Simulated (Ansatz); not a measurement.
Isolated molecules relaxed with PBE0-D4/def2-TZVP in Ansatz; ΔE leaves out vibrations. CCSD(T)/CBS adds triple-zeta CCSD(T) − MP2 to the extrapolated MP2 energy (def2 sets, frozen cores). DFT in def2-TZVPP. B3LYP here is the variant with VWN-RPA as its local correlation; programs differ in this. One conformer a species, not always the lowest.

Reaction (ligand exchange at the Si–C bond): `O=COC[SiH3]` + `N[SiH](O)Cl` → `N[SiH](Cl)O[SiH3]` + `COC=O`

CCSD(T)/CBS gives -123.3 kJ/mol.

Another level gave -123.4 kJ/mol. Which?
A. HF/def2-TZVPP
B. PBE-D4/def2-TZVPP
C. SCS-MP2/def2-TZVPP
D. B3LYP/def2-TZVPP

D. B3LYP -123.4, SCS-MP2/def2-TZVPP -130.4, PBE-D4 -105.9, HF/def2-TZVPP -147.9 kJ/mol.

Largest T1 diagnostic among the species: 0.015.

From PBE to PBE0 (25 % exact exchange), in def2-TZVPP and without D4, ΔE moves by −8.2 kJ/mol. In def2-TZVPP, CCSD(T) changes the Hartree–Fock value by +24.7 kJ/mol (the triples alone add +3.6 kJ/mol) and MP2 by +22.0 kJ/mol.
